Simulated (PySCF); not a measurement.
C3H6F2Si, SMILES C1([SiH2]F)(F)CC1.

The structure is a stationary point at B3LYP-D3(BJ)/def2-SVP. This is a generated structure with no PubChem entry under its InChIKey; it may be hypothetical. The values are those of a single conformer.

Vertical ionisation energy (IE) and electron affinity (EA) in eV. Rows of orbital energies are one-electron estimates. Where ΔSCF, EOM or ADC give a negative EA the extra electron is unbound and the value depends on the basis.

```csv
level,IE,EA
"−ε(HOMO), −ε(LUMO), ωB97X/def2-TZVP (PySCF)",10.71,-1.98
"−ε(HOMO), −ε(LUMO), PBE/def2-TZVP (PySCF)",6.93,1.07
```
